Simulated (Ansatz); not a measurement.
`CBN[SiH2]C` + HBr → `C[SiH2]Br` + `CBN` at 298.15 K and 1 bar (ligand exchange at the Si–N bond).

Calculated with Ansatz (gas phase, PBE0-D4/def2-TZVP geometries, no zero-point term in ΔE). CCSD(T)/CBS is the MP2 limit (def2-TZVPP, def2-QZVPP) plus CCSD(T) − MP2 in def2-TZVPP, frozen cores. For Br outer-core shells are correlated without core-valence functions, which leaves a few kJ/mol of doubt a bond. Scalar relativity is left out up to krypton. One conformer a species, not always the lowest.

```json
{"species": "`CBN[SiH2]C`", "CCSD(T)/CBS energy (Eh)": "-450.78607", "H − E (kJ/mol)": "341.5", "S (J/(mol·K))": "364.3"}
{"species": "HBr", "CCSD(T)/CBS energy (Eh)": "-2573.91920", "H − E (kJ/mol)": "24.6", "S (J/(mol·K))": "198.6"}
{"species": "`C[SiH2]Br`", "CCSD(T)/CBS energy (Eh)": "-2903.51417", "H − E (kJ/mol)": "159.8", "S (J/(mol·K))": "309.7"}
{"species": "`CBN`", "CCSD(T)/CBS energy (Eh)": "-121.21267", "H − E (kJ/mol)": "215.9", "S (J/(mol·K))": "273.6"}
```

H − E and S are ideal-gas, rigid-rotor, harmonic terms from PBE0-D4/def2-TZVP, for one conformer and one mirror image of each species. 1 Eh = 2625.50 kJ/mol, R = 8.31446 J/(mol·K).

Q: By hand: ΔE, ΔH, ΔS and ΔG.

A: ΔE = (-2903.51417) + (-121.21267) − (-450.78607) − (-2573.91920) = -0.02157 Eh = -56.6 kJ/mol. Δ(H − E) = 159.8 + 215.9 − 341.5 − 24.6 = 9.6, so ΔH = -47.0 kJ/mol. ΔS = 309.7 + 273.6 − 364.3 − 198.6 = 20.4 J/(mol·K). ΔG = -47.0 − 298.15 × (20.4)/1000 = -53.1 kJ/mol.

Q: By hand: the equilibrium constant, and the temperature at which ΔG would vanish if ΔH and ΔS stayed fixed.

A: log₁₀ K = −ΔG/(RT ln 10) = 9.3. ΔH and −TΔS have one sign here, so there is no such temperature.

ΔH outweighs TΔS. A doubt of 5 kJ/mol in ΔE shifts log₁₀ K by 0.9 here. Other conformers and mirror images would add mixing entropy, several J/(mol·K) or more a flexible species. These are equilibria of isolated gas molecules and say nothing of rates. Largest T1 diagnostic: 0.011 (customary marks: 0.02 for closed shells, 0.045 for open ones).
